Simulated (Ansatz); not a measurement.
Basis sets compared for mer-FeF3(NH3)3 (FeN₃F₃H₉). Charge 0, multiplicity 6. Geometry PBE-D4/def2-SVP. Ansatz on 4 threads of INTEL XEON PLATINUM 8581C on a shared host; times are rough, and most runs start from earlier orbitals.

Cartesian coordinates in Å:
```
F -0.282 0.004 1.825
F 0.876 0.496 -1.510
F -1.863 1.070 -0.467
Fe -0.220 0.240 -0.023
N 1.469 -1.321 0.336
N -1.459 -1.471 -0.771
N 0.338 2.340 0.483
H 2.214 -0.921 -0.248
H 1.421 -2.332 0.166
H 1.653 -1.160 1.334
H -1.163 -1.894 -1.658
H -2.258 -0.840 -0.944
H -1.742 -2.211 -0.118
H 1.070 2.751 -0.107
H 0.519 2.511 1.477
H -0.575 2.740 0.226
```

Another isomer (sextet) lies 0.09 eV lower at PBE-D4/def2-SVP; other spin states weren't run for this one.

Binding counts from free atoms (F doublet, Fe quintet, N quartet, H doublet) in the same basis, without a counterpoise term.

```csv
level,functions,energy (Eh),HOMO (eV),LUMO (eV),binding per atom (eV),wall time
PBE-D4/def2-SVP,160,-1731.8325,-4.34,-3.16,3.57,2.1 s
PBE0-D4/def2-SVP,160,-1731.8609,-7.16,-1.84,3.43,2.8 s
```

(1) Estimate the rows for PBE-D4/def2-TZVP (with forces), PBE0-D4/def2-TZVP.

Results:

(1) 
```json
{"level": "PBE-D4/def2-TZVP (with forces)", "functions": "285", "energy (Eh)": "-1732.5984", "HOMO (eV)": "-4.96", "LUMO (eV)": "-3.72", "binding per atom (eV)": "3.54", "wall time": "3.8 s"}
{"level": "PBE0-D4/def2-TZVP", "functions": "285", "energy (Eh)": "-1732.6143", "HOMO (eV)": "-7.60", "LUMO (eV)": "-2.21", "binding per atom (eV)": "3.42", "wall time": "8.5 s"}
```
